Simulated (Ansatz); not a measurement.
Relaxation of CH6GeOSi (10 atoms, charge 0, multiplicity 1), to a largest force component of 0.02 eV/Å in at most 50 steps.

Theory: RKS PBE-D4/def2-SVP (Ansatz).

```xyz
10
Properties=species:S:1:pos:R:3:forces:R:3
C -1.338 0.350 -0.910 -2.16 1.98 -0.19
Ge -0.433 -0.503 0.514 0.38 1.30 1.45
O 1.109 -1.109 -0.141 2.45 -0.49 -0.69
Si 1.832 0.181 0.808 -2.91 -1.99 0.23
H -0.811 1.279 -1.267 -0.04 -0.57 0.32
H -2.386 0.726 -0.560 1.30 -0.60 -0.50
H -1.478 -0.300 -1.772 -0.13 -0.48 -0.48
H -1.070 -1.635 1.291 -0.49 -0.41 0.27
H 2.438 -0.318 2.058 0.70 0.17 0.13
H 2.218 1.279 -0.017 0.91 1.09 -0.53
```

Q: Where does it end, and by what steps?

A: The run converged. After 6 steps the energy has fallen by 0.660 eV; H10 moved furthest, 0.39 Å.

| step | energy less start (eV) | largest force component (eV/Å) | accepted |
| --- | --- | --- | --- |
| 0 | 0.0000 | 2.914 | yes |
| 1 | -0.5361 | 1.029 | yes |
| 2 | -0.6184 | 0.466 | yes |
| 3 | -0.6013 | 0.606 | no |
| 4 | -0.6573 | 0.159 | yes |
| 5 | -0.6591 | 0.060 | yes |
| 6 | -0.6595 | 0.013 | yes |

```xyz
10
Properties=species:S:1:pos:R:3
C -1.474 0.366 -0.959
Ge -0.399 -0.362 0.511
O 1.240 -1.058 -0.233
Si 1.812 0.109 0.860
H -0.946 1.211 -1.437
H -2.456 0.713 -0.580
H -1.638 -0.434 -1.709
H -1.121 -1.537 1.232
H 2.591 -0.383 2.049
H 2.474 1.324 0.269
```

The run took 17 s on 2 threads of Arm Neoverse V1, with other jobs on the host, peak memory 0.15 GiB.
